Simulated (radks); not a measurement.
Q: The mean radii <r> (bohr) of the occupied orbitals of an atom or ion are listed with their occupations. All-electron calculation, Dirac Kohn-Sham, BLYP, spin-unpolarised, spherical densities, point nucleus. Program: a radial shooting solver on a logarithmic mesh with Libxc functionals.

orbital  occ.      <r>
1s1/2       2  0.01604
2s1/2       2  0.06687
2p1/2       2  0.05485
2p3/2       4  0.06377
3s1/2       2   0.1738
3p1/2       2   0.1642
3p3/2       4   0.1805
3d3/2       4   0.1567
3d5/2       6   0.1616
4s1/2       2   0.3823
4p1/2       2   0.3831
4p3/2       4   0.4165
4d3/2       4   0.4189
4d5/2       6   0.4293
4f5/2       6   0.4314
4f7/2       8   0.4365
5s1/2       2   0.7770

Name the element and its charge. Open shells, if any, fill j = l - 1/2 first.

A: Z = 82, lead, charge +20: Pb20+ in [Kr] 4d10 4f14 5s2. The 1s radius gives Z: for a bare nucleus <r> = (2 gamma + 1)/(2Z) with gamma = sqrt(1 - (Z/c)^2), 0.01587 bohr for Z = 82, and screening makes it slightly larger (0.01604 here). The occupations add up to 62, and the charge is Z minus that.
